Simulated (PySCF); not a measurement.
## Dipole response of I³⁷⁺ (iodine, charge +37)

[Ne] 3s2 3p4, high-spin 3P determinant. Calculation: PySCF 2.14, in an even-tempered Gaussian basis (18 s from 5.9 bohr⁻², ratio 2.5; 12 p from 7.7 bohr⁻², ratio 2.5; 5 d from 35 bohr⁻², ratio 2.7; 4 f from 52 bohr⁻², ratio 2.7); the spin-free X2C one-electron Hamiltonian (Gaussian nucleus). Coupled (time-dependent) response in atomic units; α is the mean over directions.

```csv
method,mean α (bohr³),"α xx, yy, zz",C₆ (like pair),S(−4)
UHF,0.008976,"0.01111, 0.004715, 0.01111",0.0006763,0.0001358
PBE0,0.008915,"0.01098, 0.004774, 0.01098",0.0006684,0.0001370
```

S(−4) is the Cauchy moment in α(ω) = α(0) + S(−4) ω² + …

Spin-orbit coupling is absent.

α(iu) at PBE0:

| u (hartree) | α(iu) (bohr³) |
| --- | --- |
| 0 | 0.008914 |
| 1.00 | 0.008780 |
| 2.00 | 0.008414 |
| 4.00 | 0.007321 |
| 6.00 | 0.006195 |
| 8.00 | 0.005243 |
| 10.0 | 0.004477 |
| 15.0 | 0.003161 |
| 20.0 | 0.002380 |
| 30.0 | 0.001570 |
| 50.0 | 0.0009537 |

A single London oscillator, α(iu) = α/(1 + u²/ω²), gives C₆ = (3/4) ω α². Matching the computed C₆ needs ω = 4 × 0.0006684 / (3 × 0.008915²) = 11.2 hartree.

For an ion, C₆ is the dispersion term alone; charge-induced terms of lower order in 1/R come first.

The components differ because the open shell of this determinant is not spherical; for a pure term their mean is the scalar polarisability.

Spin-orbit coupling is strong in this species (close to jj coupling), so the high-spin LS determinant is a model state, not a physical level.
